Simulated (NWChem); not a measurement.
C2H4I cation

```xyz
7

C     -0.3225     2.4412     0.0000
C      0.5416     1.2883     0.0000
I     -0.0281    -0.6078     0.0000
H     -0.0302     3.0792     0.8641
H     -0.0302     3.0792    -0.8641
H     -1.3997     2.2394     0.0000
H      1.6324     1.4385     0.0000
```
Atoms are numbered in this order, from 1.

Results from NWChem. Medium grid unless said otherwise, to which SCAN and Minnesota functionals are sensitive. Geometry: optimised at PBE0/def2-SVP. def2 effective core potentials on I; no spin-orbit coupling.

### Question
Order these by “orbital gap (eV)”, lowest first: LC-BLYP (range parameter 0.33 per bohr)/def2-SVP; LDA (Slater exchange, VWN5)/def2-SVP; M06/def2-SVP; MN15/def2-SVP.

### Answer
LDA (Slater exchange, VWN5)/def2-SVP (2.08), M06/def2-SVP (4.26), MN15/def2-SVP (5.33), LC-BLYP (range parameter 0.33 per bohr)/def2-SVP (8.39)
